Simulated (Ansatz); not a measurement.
CH7AlFNSi (`[CH3][Al]([F])[NH][SiH3]`). Total charge 0; spin multiplicity 1.

Z-matrix (Å, degrees):
```
C
Al 1 1.933
H 1 1.092 2 112.2
H 1 1.094 2 110.7 3 120.8
H 1 1.094 2 110.8 3 -120.9
F 2 1.655 1 120.1 3 179.2
N 2 1.777 1 125.2 3 -0.8
Si 7 1.724 2 130.6 1 0.0
H 7 1.013 2 115.1 1 -179.8
H 8 1.490 7 112.3 2 119.9
H 8 1.487 7 107.5 2 0.4
H 8 1.490 7 112.4 2 -119.1
```

**Question.** Give the diagnostics of a CCSD(T)/def2-TZVPP run (frozen core, the Gaussian-basis code of Ansatz). (Best estimate.)

**Answer.** Computed: T1 = 0.0113, largest single amplitude 0.020, largest double 0.018, (T) share of the correlation energy 3.3 %, 9 CCSD cycles. The RHF solution is stable towards an unrestricted one. T1 lies under the customary mark of 0.02 for closed shells.
